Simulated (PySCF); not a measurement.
Bonds (- single, = double, # triple, : aromatic): N1-B2 1.625 Å, B2-Si3 2.031 Å, Si3-Si4 2.353 Å. N1 carries H5, H6, H7; B2 carries H8, H9; Si3 carries H10, H11; Si4 carries H12, H13, H14. Formal charges: N1 +1, B2 -1.

Geometry: PBE0-D3(BJ)/def2-SVP; GIAO absolute shieldings from PySCF 2.14.0 with density-fitted response routines, gas phase, non-relativistic, averaged over equivalent atoms.

At PBE0/6-31G (64 basis functions, 8.4 s wall time on 1 thread of an Arm Neoverse N1, shared host):
| atoms | σ (ppm) |
| --- | --- |
| N1 | 244.0 |
| B2 | 140.2 |
| Si3 | 529.7 |
| Si4 | 533.4 |
| H8/H9 | 29.61 |
| H12/H13/H14 | 29.76 |
| H10/H11 | 29.79 |
| H5/H6/H7 | 30.16 |

Problem. Predict the values at BHandHLYP/pcSseg-2 on the same geometry.

Solution. 
```
      atoms  σ at BHandHLYP/pcSseg-2  change
         N1                    229.0   -15.0
         B2                    127.3   -12.9
        Si3                    446.6   -83.1
        Si4                    453.8   -79.6
      H8/H9                    29.22   -0.39
H12/H13/H14                    28.19   -1.57
    H10/H11                    28.34   -1.45
   H5/H6/H7                    28.32   -1.84
```

The largest change is at Si3 (silicon bonded to B, Si, 2 H). Cost: 298 basis functions, 55 s wall time on 1 thread of an Arm Neoverse N1, shared host.
